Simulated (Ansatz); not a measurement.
```yaml
crystal:
  periodic: [false, false, false]
  atoms:
    - {symbol: C, position_ang: [1.065664, -2.858734, -1.445627]}
    - {symbol: C, position_ang: [1.308187, -1.391400, -1.185291]}
    - {symbol: O, position_ang: [0.085977, -0.697166, -1.322043]}
    - {symbol: Sb, position_ang: [0.094833, 1.254108, -0.992919]}
    - {symbol: Si, position_ang: [-2.497220, 1.143798, -1.183403]}
    - {symbol: N, position_ang: [0.307093, 1.109943, 1.002573]}
    - {symbol: C, position_ang: [-0.586653, 0.333298, 1.819985]}
    - {symbol: C, position_ang: [1.044410, 2.114973, 1.721680]}
    - {symbol: H, position_ang: [0.339592, -3.256386, -0.733438]}
    - {symbol: H, position_ang: [0.672748, -3.008671, -2.453295]}
    - {symbol: H, position_ang: [1.717422, -1.252367, -0.174443]}
    - {symbol: H, position_ang: [1.717422, -1.252367, -0.174443]}
    - {symbol: H, position_ang: [2.057197, -1.004033, -1.893066]}
    - {symbol: H, position_ang: [-2.875803, 1.010743, -2.616455]}
    - {symbol: H, position_ang: [-3.095211, 2.404927, -0.660492]}
    - {symbol: H, position_ang: [-3.048210, -0.007363, -0.421896]}
    - {symbol: H, position_ang: [-1.391113, 0.938125, 2.268268]}
    - {symbol: H, position_ang: [-0.033943, -0.137398, 2.644440]}
    - {symbol: H, position_ang: [-1.040967, -0.467163, 1.233752]}
    - {symbol: H, position_ang: [1.715969, 2.655555, 1.049118]}
    - {symbol: H, position_ang: [0.394248, 2.856381, 2.211977]}
    - {symbol: H, position_ang: [1.660779, 1.654115, 2.505982]}
basis:
  gaussian: {orbitals: def2-TZVPP, nuclear_model: gaussian}
hamiltonian: {xc: {name: RPBE}, dispersion: d4}
accuracy: high
```

```sh
$ ansatz run in.yaml --threads 4 --pin off --events-out ev --progress --plain --max-ram 46080MiB --backend cuda --devices 0, --max-vram 37GiB
```

It prints (some lines left out):

```
Error: two nuclei lie on one point
```

Problem. Something in this input is off. What?

Solution. One atom was put on top of another. The input was rejected before any iteration.
